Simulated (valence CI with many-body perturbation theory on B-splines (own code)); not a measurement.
Ir35+: key properties

Method: configuration interaction combined with many-body perturbation theory (CI+MBPT): six valence electrons over a frozen Dirac-Fock core [Kr], radial functions for each j: 7 s, 7 p, 8 d, 6 f, 4 g, 1 h, with the one-electron correlation potential Σ1, the two-electron term Σ2, the three-electron term Σ3, Breit, model QED; selected CI, second order for the rest, scaled by the run's own slope (own B-spline code, finite nucleus).

The last digits are not significant, and no measured levels were compared; by estimate large intervals hold to a few tenths of a per cent, small ones and those within an open d or f shell to about a per cent. Core correlation moves these levels by up to 8800 cm⁻¹, and in measured spectra 5 to 20 % of such shifts remained as error; rates that hang on mixing are uncertain with them. Among the levels kept, up to 730 cm⁻¹ of a level comes from second order outside the variational space, and about a tenth of that is noise between levels of different J, which matters for small intervals. Only levels of the ground parity were solved; by the run's estimate the other parity begins above the list, which can be wrong where configurations are misplaced.

Levels are named by their leading jj configuration (3d3/2^4 stands for four electrons in 3d with j = 3/2), which in mixed levels can hold well under half, so a name can repeat and another be missing.

Rates and lifetimes use the calculated energies. Strong lines usually hold to 10 to 20 %, long lifetimes can be off by a factor of two.

Task: What is the ground level?

Result: (4d3/2^4 4d5/2^2) J=4, composition 39 % 4d6 3F + 34 % 4d6 5D + 12 % 4d6 1G, g = 1.264.

Task: What is the ionisation energy?

Result: 1549.6 eV; NIST lists 1548 ± 5 eV (theoretical).

Task: Name the longest-lived excited levels whose lifetime is computed, and their main decay.

Result: (4d3/2^4 4d5/2^2) J=2 at 22874 cm⁻¹ lives 275 s, mostly by E2 to (4d3/2^4 4d5/2^2) J=4; (4d3/2^4 4d5/2^2) J=0 at 76711 cm⁻¹ lives 1.09 s, mostly by E2 to (4d3/2^4 4d5/2^2) J=2; (4d3/2^3 4d5/2^3) J=6 at 184650 cm⁻¹ lives 363 ms, mostly by E2 to (4d3/2^4 4d5/2^2) J=4.

Task: How well does LS coupling describe the low levels?

Result: Among the lowest 20 levels the leading LS term, summed over configurations, holds 51 % on average. For single configurations the figures are 50 % in LS and 95 % in jj coupling. Terms mix most in the J = 3 level at 349140 cm⁻¹, where the leading one holds 27 %.
